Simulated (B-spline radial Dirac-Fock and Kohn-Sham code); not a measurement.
## Binding energies of Cl⁵⁺ in different valence configurations

These are calculated numbers from a B-spline atomic structure program; the model is relaxed Dirac-Fock hole states (ΔSCF) with Breit and QED corrections and a finite nucleus. No correlation.

Reference: the tabulated ground configuration [Ne] 3s2, with 2p1/2 300.1 eV, 2p3/2 298.4 eV, 3s 94.96 eV.

Shifts from the reference in eV.

```tsv
configuration	average energy	2p1/2	2p3/2	3s
[Ne] 3s1 3p1	+12.87	+0.60	+0.62	+2.52
```
